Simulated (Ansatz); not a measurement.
One change: `O=C=[N][Ti]([F])([F])[F]` becomes `C#[C][Ti]([F])([F])[F]`.

Ansatz, PBE0-D4/def2-TZVP geometries, multiplicity 1. Each molecule was computed in one conformer, which needn't be the lowest.

Scalar relativity is left out up to krypton.

```
                                                                                  property  `O=C=[N][Ti]([F])([F])[F]`
                                                         HOMO energy (PBE/def2-TZVPP) / eV                       -8.20
                                                     LUMO energy (ωB97M-V/def2-TZVPP) / eV                       -1.01
ideal-gas entropy at 298 K and 1 bar (rigid rotor, harmonic PBE0-D4/def2-TZVP) / J/(mol·K)                         379
                                                       HOMO energy (B3LYP/def2-TZVPP) / eV                       -9.41
                                                   HOMO–LUMO gap (ωB97M-V/def2-TZVPP) / eV                       10.82
                                            zero-point energy (PBE0-D4/def2-TZVP) / kJ/mol                        54.5
```

**Question.** Give the same properties after the change, and the shifts. (An estimate is asked.)

**Answer.** Ansatz gave: 
| property | `C#[C][Ti]([F])([F])[F]` | shift |
| --- | --- | --- |
| HOMO energy (PBE/def2-TZVPP) / eV | -7.70 | 0.50 |
| LUMO energy (ωB97M-V/def2-TZVPP) / eV | -1.02 | -0.01 |
| ideal-gas entropy at 298 K and 1 bar (rigid rotor, harmonic PBE0-D4/def2-TZVP) / J/(mol·K) | 353 | -26 |
| HOMO energy (B3LYP/def2-TZVPP) / eV | -8.70 | 0.71 |
| HOMO–LUMO gap (ωB97M-V/def2-TZVPP) / eV | 10.13 | -0.69 |
| zero-point energy (PBE0-D4/def2-TZVP) / kJ/mol | 67.2 | 12.7 |

Modes under 60 cm⁻¹, often nearly free rotors, make the harmonic entropy too high.

B3LYP here is the variant with VWN-RPA as its local correlation; programs differ in this.
